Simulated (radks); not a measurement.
Problem. Radial electron density D(r) = 4 pi r^2 rho(r) of an atom or ion with 34 electrons. Method: scalar-relativistic Kohn-Sham, r2SCAN, spin-polarised, spherical densities, finite nucleus; meta-GGA in the generalised Kohn-Sham scheme; Fermi nuclear charge, rms radius of each element as measured or else 0.836 A^(1/3) + 0.57 fm; computed with a radial shooting solver on a logarithmic mesh with Libxc functionals.

| r (bohr) | D(r) (e/bohr) | spin D(r) |
|---|---|---|
| 0.001547 | 1.187 | 0.00000296 |
| 0.001773 | 1.517 | 0.00000406 |
| 0.002015 | 1.907 | 0.00000553 |
| 0.00229 | 2.391 | 0.00000762 |
| 0.002624 | 3.030 | 0.0000109 |
| 0.002982 | 3.776 | 0.0000154 |
| 0.003389 | 4.688 | 0.0000222 |
| 0.003883 | 5.873 | 0.0000331 |
| 0.004413 | 7.225 | 0.0000488 |
| 0.005016 | 8.841 | 0.0000729 |
| 0.005747 | 10.88 | 0.000113 |
| 0.006531 | 13.14 | 0.000172 |
| 0.007483 | 15.92 | 0.000270 |
| 0.008505 | 18.89 | 0.000414 |
| 0.009666 | 22.18 | 0.000637 |
| 0.01107 | 25.99 | 0.00101 |
| 0.01259 | 29.76 | 0.00155 |
| 0.01431 | 33.57 | 0.00236 |
| 0.01639 | 37.48 | 0.00369 |
| 0.01863 | 40.78 | 0.00557 |
| 0.02117 | 43.48 | 0.00832 |
| 0.02426 | 45.41 | 0.0126 |
| 0.02757 | 46.17 | 0.0183 |
| 0.03133 | 45.84 | 0.0262 |
| 0.0359 | 44.42 | 0.0376 |
| 0.0408 | 42.40 | 0.0516 |
| 0.04637 | 40.26 | 0.0689 |
| 0.05312 | 38.59 | 0.0906 |
| 0.06038 | 38.29 | 0.113 |
| 0.06862 | 39.68 | 0.134 |
| 0.07862 | 43.03 | 0.152 |
| 0.08936 | 47.40 | 0.160 |
| 0.1024 | 52.08 | 0.152 |
| 0.1164 | 55.06 | 0.127 |
| 0.1322 | 55.40 | 0.0868 |
| 0.1515 | 52.29 | 0.0368 |
| 0.1722 | 46.66 | -0.00112 |
| 0.1957 | 40.00 | -0.0101 |
| 0.2242 | 34.14 | 0.0302 |
| 0.2548 | 31.56 | 0.118 |
| 0.2896 | 32.33 | 0.236 |
| 0.3318 | 35.59 | 0.348 |
| 0.3771 | 38.60 | 0.389 |
| 0.4286 | 39.28 | 0.337 |
| 0.4911 | 36.22 | 0.197 |
| 0.5582 | 30.28 | 0.0493 |
| 0.6344 | 22.96 | -0.0231 |
| 0.7268 | 15.72 | 0.0727 |
| 0.826 | 10.74 | 0.358 |
| 0.9388 | 7.872 | 0.783 |
| 1.076 | 6.549 | 1.26 |
| 1.222 | 6.016 | 1.57 |
| 1.401 | 5.402 | 1.66 |
| 1.592 | 4.470 | 1.50 |
| 1.809 | 3.280 | 1.16 |
| 2.073 | 2.029 | 0.748 |
| 2.356 | 1.103 | 0.418 |
| 2.677 | 0.5068 | 0.195 |
| 3.068 | 0.1813 | 0.0698 |
| 3.486 | 0.05599 | 0.0213 |
| 3.963 | 0.01386 | 0.00510 |
| 4.54 | 0.002402 | 0.000836 |
| 5.16 | 0.0003474 | 0.000112 |

What is the nuclear charge?

Solution. Z = 37. The innermost maximum, from 1s, lies near gamma/Z bohr with gamma = sqrt(1 - (Z/c)^2) = 0.963, here 0.026 bohr (found: 0.0282), and its height grows with Z. The density is that of the rubidium ion Rb3+ in [Ar] 3d10 4s2 4p4; the configuration itself is not fixed sharply by these data, and Z only to a few units. D(r) has 3 maxima, at r = 0.0282, 0.126, 0.412 bohr, and minima at 0.0580, 0.263 bohr, inside which lie 2.05, 11.04 electrons.
